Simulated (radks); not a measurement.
Results of a calculation; reference values are marked as such.
Species: Mo2+. Configuration: [Kr] 4d4. Code: a radial shooting solver on a logarithmic mesh with Libxc functionals. Model: Dirac Kohn-Sham, PBE, spin-unpolarised, spherical densities, finite nucleus; open shells fill j = l - 1/2 first; Fermi nuclear charge, rms radius 4.4091 fm. Some entries of the table are withheld. Estimate them.

orbital  occ.  eigenvalue (eV)  <r^2> (bohr^2)  r(max) (bohr)
1s1/2       2        -19830.90        0.001669        0.02287
2s1/2       2        -2816.077         0.02779         0.1297
2p1/2       2        -2592.102         0.02099         0.1009
2p3/2       4        -2485.542         0.02235         0.1048
3s1/2       2        -494.6479             (1)         0.3838
3p1/2       2        -409.4185          0.2088         0.3710
3p3/2       4        -391.8733          0.2191         0.3803
3d3/2       4        -241.2349          0.2055         0.3210
3d5/2       6        -237.9131          0.2088         0.3238
4s1/2       2         -82.5799           1.382         0.9890
4p1/2       2         -58.3254           1.671            (2)
4p3/2       4         -55.8117           1.754            (3)
4d3/2       4         -20.8876             (4)          1.341
4d5/2       0         -20.6382             (5)          1.352

Answer. 
(1) 3s1/2 <r^2> (bohr^2): 0.2106
(2) 4p1/2 r(max) (bohr): 1.054
(3) 4p3/2 r(max) (bohr): 1.078
(4) 4d3/2 <r^2> (bohr^2): 3.532
(5) 4d5/2 <r^2> (bohr^2): 3.596
